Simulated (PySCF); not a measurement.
Telling isomers of C$_{7}$H$_{5}$F$_{4}$P apart by NMR

[PySCF 2.14: GIAO PBE0/pcSseg-1 shieldings; geometry from GFN2-xTB; single conformer; no relativistic terms; no solvent model; fast rotation and ring inversion assumed for equivalent nuclei]

Referencing at the same level of theory: 1H (σref 31.72) and 13C (σref 186.93) vs TMS. Splittings of carbon signals by F and P are missing where no couplings were computed. Where no couplings were computed, multiplicities follow the n + 1 count of equivalent neighbours, and m marks all less simple cases (inequivalent or close neighbours, rings, F or P nearby). Shifts are as computed. Against solution values, carbons near 30 ppm lie about +3 ppm off and those near 130 ppm about +5 ppm. Of 1211 compounds with measured shifts, 218 miss one by over three times the rms of a fit or turn the order of signals round; such compounds aren't used in these exercises.

(1) Tabulate the signals of `C=Cc1cc(F)c(C(F)(F)F)[pH]1`, `FC(F)=C(F)P1C=CC(F)C=C1` and their relative energies.

(2) What is the quickest way to tell C=Cc1cc(F)c(C(F)(F)F)[pH]1 from FC(F)=C(F)P1C=CC(F)C=C1?

Answers

(1) 
| SMILES | carbon types | δC | δH | E rel. (kcal/mol) |
| --- | --- | --- | --- | --- |
| C=Cc1cc(F)c(C(F)(F)F)[pH]1 | 4×C 2×CH 1×CH2 | 172.9, 164.7, 141.8, 137.0, 131.7, 126.9, 113.6 | 7.01 (m, 1H), 6.81 (m, 1H), 6.22 (m, 1H), 5.68 (m, 1H), 5.28 (m, 1H) | 0.0 |
| FC(F)=C(F)P1C=CC(F)C=C1 | 2×C 5×CH | 168.5, 142.4, 135.8, 130.1, 90.9 | 6.95 (m, 2H), 6.70 (m, 2H), 5.23 (m, 1H) | 36.0 |

Energies are electronic energies at PBE0/pcSseg-1 on these geometries, without zero-point or thermal terms, each for the one conformer computed, which needn't be the lowest.

(2) Count the carbon signals: 7 against 5. The first has a terminal =CH2 carbon at 126.9 ppm, the second an allylic sp3 CH bonded to F at 90.9 ppm. Their most deshielded carbons lie at 172.9 and 168.5 ppm.
